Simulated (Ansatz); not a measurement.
`[CH3][Mg][Br]` + H–F → `[F][Mg][Br]` + CH₄ at 298.15 K and 1 bar (ligand exchange at a Mg–C bond).

Calculated with Ansatz (gas phase, PBE0-D4/def2-TZVP geometries, no zero-point term in ΔE). CCSD(T)/CBS adds triple-zeta CCSD(T) − MP2 to the extrapolated MP2 energy (def2 sets, frozen cores). This one scheme is used for every species. For Br, Mg outer-core shells are correlated without core-valence functions, which leaves a few kJ/mol of doubt a bond. Scalar relativity is left out up to krypton.

```csv
species,CCSD(T)/CBS energy (Eh),H − E (kJ/mol),S (J/(mol·K))
`[CH3][Mg][Br]`,-2813.14753,109.5,301.4
H–F,-100.39570,33.5,173.6
`[F][Mg][Br]`,-2873.15166,21.6,276.8
CH₄,-40.46206,127.4,186.2
```

H − E and S are ideal-gas, rigid-rotor, harmonic terms from PBE0-D4/def2-TZVP. 1 Eh = 2625.50 kJ/mol, R = 8.31446 J/(mol·K).

Problem. By hand: ΔE, ΔH, ΔS and ΔG.

Solution. ΔE = (-2873.15166) + (-40.46206) − (-2813.14753) − (-100.39570) = -0.07049 Eh = -185.1 kJ/mol. Δ(H − E) = 21.6 + 127.4 − 109.5 − 33.5 = 6.0, so ΔH = -179.1 kJ/mol. ΔS = 276.8 + 186.2 − 301.4 − 173.6 = -12.0 J/(mol·K). ΔG = -179.1 − 298.15 × (-12.0)/1000 = -175.5 kJ/mol.

Problem. By hand: the equilibrium constant, and the temperature at which ΔG would vanish if ΔH and ΔS stayed fixed.

Solution. log₁₀ K = −ΔG/(RT ln 10) = 30.7. ΔG = 0 at ΔH/ΔS = 14925 K, far beyond where these terms or the molecules hold.

The number of gas molecules stays the same, so ΔS is small and ΔH decides. A doubt of 5 kJ/mol in ΔE shifts log₁₀ K by 0.9 here. These are equilibria of isolated gas molecules and say nothing of rates. Largest T1 diagnostic: 0.009 (customary marks: 0.02 for closed shells, 0.045 for open ones).
